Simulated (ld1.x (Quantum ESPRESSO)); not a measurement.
**ruthenium TM: all-electron and pseudo phase curves**

```json
{
 "Element": "ruthenium",
 "Generator": "ld1.x (Quantum ESPRESSO) 7.5",
 "Type": "norm-conserving Troullier–Martins (Kleinman–Bylander form)",
 "Functional": "BP86",
 "Relativity": "fully relativistic",
 "Frozen core": "[Ar] 3d10 4s2",
 "Valence charge": "14",
 "Reference configuration": "4p6 4d7 5s1 5p0",
 "Partial waves": "4p (bound): rc 1.95 bohr; 4d (bound): rc 2.00 bohr; 5s (bound): rc 1.92 bohr",
 "Local potential": "the s channel",
 "Core correction": "none"
}
```

Open shells are filled in proportion to 2j + 1 (rel_dist='average').

The phase is arctan(r·u′/u) with u = r·R(r), unwrapped; energies in Ry, scanned from -5 to 5 Ry. A pole is an energy at which the radial function vanishes at the test radius. The pseudo phase is shifted by a multiple of π to meet the all-electron one at the reference energy, and phase errors are pseudo minus all-electron; the curves can meet again beyond the range given. Levels narrower than the energy grid can be missing from the lists of poles.

```json
{"channel": "s", "radius (bohr)": "2.19", "reference energy (Ry)": "-0.33", "poles, all-electron": "4.90", "poles, pseudo": "1.17", "unbroken range about the reference energy with phases within 0.05 rad": "-4.6 to 0.1", "phase error 1 Ry above the reference energy (rad)": "-0.400"}
{"channel": "p1/2", "radius (bohr)": "2.19", "reference energy (Ry)": "-3.59", "poles, all-electron": "-3.38", "poles, pseudo": "-3.38", "unbroken range about the reference energy with phases within 0.05 rad": "-3.7 to -1.2", "phase error 1 Ry above the reference energy (rad)": "+0.018"}
{"channel": "p3/2", "radius (bohr)": "2.19", "reference energy (Ry)": "-3.34", "poles, all-electron": "-3.10", "poles, pseudo": "-3.09", "unbroken range about the reference energy with phases within 0.05 rad": "-3.5 to -1.0", "phase error 1 Ry above the reference energy (rad)": "+0.017"}
{"channel": "d3/2", "radius (bohr)": "2.19", "reference energy (Ry)": "-0.41", "poles, all-electron": "0.41", "poles, pseudo": "0.48", "unbroken range about the reference energy with phases within 0.05 rad": "below 1.5", "phase error 1 Ry above the reference energy (rad)": "+0.021"}
{"channel": "d5/2", "radius (bohr)": "2.19", "reference energy (Ry)": "-0.38", "poles, all-electron": "0.46", "poles, pseudo": "0.53", "unbroken range about the reference energy with phases within 0.05 rad": "below 1.6", "phase error 1 Ry above the reference energy (rad)": "+0.021"}
```

Phases in the d3/2 channel:

```csv
E (Ry),all-electron,pseudo
-5.00,1.361,1.365
-4.48,1.348,1.352
-3.96,1.331,1.337
-3.44,1.310,1.317
-2.92,1.281,1.289
-2.40,1.239,1.249
-1.88,1.167,1.181
-1.36,1.012,1.031
-0.84,0.425,0.452
-0.32,-1.093,-1.092
0.20,-1.503,-1.490
0.72,-1.642,-1.618
1.24,-1.727,-1.688
1.76,-1.801,-1.741
2.28,-1.884,-1.789
2.80,-2.001,-1.839
3.32,-2.202,-1.899
3.84,-2.623,-1.978
4.36,-3.402,-2.091
4.88,-4.014,-2.271
```
